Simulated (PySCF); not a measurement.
(F2Al-mu-SH)2.
Bonds: Al1–F2, Al1–F3, Al1–S4, Al1–S8, S4–Al5, Al5–F6, Al5–F7, Al5–S8. Hydrogens: H9 on S4; H10 on S8.

The closed-shell ground state was solved at several levels (PySCF, density fitting, gas phase, non-relativistic). One conformer (not necessarily the lowest) at the PBE0-D3(BJ)/def2-SVP geometry, without solvent, vibrations or thermal averaging.

| level | basis functions | HOMO (eV) | LUMO (eV) | gap (eV) | dipole (D) |
| --- | --- | --- | --- | --- | --- |
| B3LYP/pcSseg-1 (pcSseg-2 on Al) | 212 | -9.27 | -1.09 | 8.18 | 0.03 |
| PBE0/pcSseg-1 (pcSseg-2 on Al) | 212 | -9.56 | -0.80 | 8.76 | 0.03 |
| CAM-B3LYP/def2-SVPD | 210 | -10.84 | -0.43 | 10.41 | 0.03 |

What might PBE/pcSseg-1 (pcSseg-2 on Al) (212 basis functions) give for the same quantities?

HOMO -8.25 eV, LUMO -1.66 eV, gap 6.59 eV, dipole 0.03 D.

Over all these levels, which gives the widest orbital gap and which the narrowest?

CAM-B3LYP/def2-SVPD (range-separated hybrid) has the widest, 10.41 eV, and PBE/pcSseg-1 (pcSseg-2 on Al) (GGA) the narrowest, 6.59 eV. Functional and basis both differ between the two, so the spread mixes both effects.

In the pcSseg-1 (pcSseg-2 on Al) basis, how does the gap go with the fixed share of exact exchange?

PBE (0 %) 6.59 eV; B3LYP (20 %) 8.18 eV; PBE0 (25 %) 8.76 eV. Each rise in the share widens the gap here.

How far do the dipole and the HOMO energy spread over the levels?

The dipole runs from 0.03 to 0.03 D (mean 0.03 D) and the HOMO from -10.84 to -8.25 eV.
